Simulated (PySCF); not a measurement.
Question: Give a GFN2-xTB geometry of InChI=1S/C4H8Si2/c1-2-6-4-3-5-1/h1-4H,5-6H2.

Answer: 
```
atom  x, y, z in Å
C1    -0.096    1.654    0.249
C2     1.150    1.184    0.289
Si3    1.634   -0.617    0.052
C4     0.096   -1.654   -0.255
C5    -1.149   -1.184   -0.294
Si6   -1.635    0.617   -0.053
H7    -0.258    2.718    0.400
H8     1.966    1.878    0.471
H9     2.545   -0.734   -1.100
H10    2.323   -1.105    1.259
H11    0.259   -2.717   -0.409
H12   -1.965   -1.878   -0.479
H13   -2.329    1.105   -1.257
H14   -2.540    0.732    1.104
```

Orientation and origin are arbitrary. Atoms count from 1 in this order. Si3 (SiH2 silicon) is tetrahedral (angles from 109.0° to 109.7°). The 6 heavy atoms lie in one plane (0.001 Å rms). The 6-membered ring C1–C2–Si3–C4–C5–Si6 has internal angles of 109.7° to 125.2°; it is planar, 0.00 Å rms from its mean plane, widest ring torsion 0°. All 4 C–Si bonds measure 1.880 Å.

Bonds between heavy atoms (Å): C1=C2 1.331, C2–Si3 1.880, Si3–C4 1.880, C4=C5 1.331, C5–Si6 1.880, C1–Si6 1.880.

Structure optimised with GFN2-xTB, isolated species.

Point group: D2h (every atom within 0.08 Å of its image). GFN2-xTB frequencies: not computed here.
